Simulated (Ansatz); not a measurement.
Born–Oppenheimer molecular dynamics of CH5FOSSi2 (11 atoms, charge 0, multiplicity 1). It goes on from the last frame of an earlier run, with new velocities.

The calculation used RKS r2SCAN-D4/STO-3G (Ansatz 0.2.0).

| Quantity | Value |
| --- | --- |
| ensemble | NVE (velocity Verlet) |
| time step | 0.5 fs |
| steps asked | 151 |
| starting velocities drawn for | 300 K |
| seed | 686149 |

First frame:

```xyz
11
Properties=species:S:1:pos:R:3
F 1.870 0.018 1.224
C 0.914 -0.574 0.344
O -0.257 -0.965 1.065
Si -1.621 0.025 0.920
S -1.648 0.671 -1.095
Si 0.447 0.515 -1.257
H 1.421 -1.522 -0.028
H -2.606 -1.033 1.188
H -1.649 1.129 1.946
H 1.256 1.771 -1.268
H 0.832 -0.222 -2.462
```

Q: How far do the bonds stretch over the last three quarters of this one trajectory? (Pairs bonded in most of those frames.)

A: 
```json
{"bond": "F1–C2", "mean (Å)": "1.418", "spread (Å)": "0.007", "shortest": "1.41", "longest": "1.43"}
{"bond": "C2–O3", "mean (Å)": "1.470", "spread (Å)": "0.012", "shortest": "1.44", "longest": "1.49"}
{"bond": "C2–Si6", "mean (Å)": "1.964", "spread (Å)": "0.012", "shortest": "1.94", "longest": "1.98"}
{"bond": "C2–H7", "mean (Å)": "1.129", "spread (Å)": "0.025", "shortest": "1.09", "longest": "1.17"}
{"bond": "O3–Si4", "mean (Å)": "1.759", "spread (Å)": "0.060", "shortest": "1.65", "longest": "1.83"}
{"bond": "Si4–S5", "mean (Å)": "2.142", "spread (Å)": "0.021", "shortest": "2.10", "longest": "2.17"}
{"bond": "Si4–H8", "mean (Å)": "1.450", "spread (Å)": "0.017", "shortest": "1.42", "longest": "1.48"}
{"bond": "Si4–H9", "mean (Å)": "1.463", "spread (Å)": "0.043", "shortest": "1.40", "longest": "1.53"}
{"bond": "S5–Si6", "mean (Å)": "2.123", "spread (Å)": "0.023", "shortest": "2.09", "longest": "2.15"}
{"bond": "Si6–H10", "mean (Å)": "1.458", "spread (Å)": "0.033", "shortest": "1.41", "longest": "1.51"}
{"bond": "Si6–H11", "mean (Å)": "1.454", "spread (Å)": "0.021", "shortest": "1.42", "longest": "1.49"}
```

Mean temperature of the second half: 291 K. The conserved energy stayed within 0.1 meV per atom of its start (net change 0.088 meV per atom), so the integration is sound. A run of 0.075 ps of so small a system gives no equilibrium averages. Limits of this set-up: minimal basis.

Run time: 9.5 min on 1 thread of Intel(R) Xeon(R) Platinum 8488C (Sapphire Rapids) (shared host), peak memory 0.12 GiB.
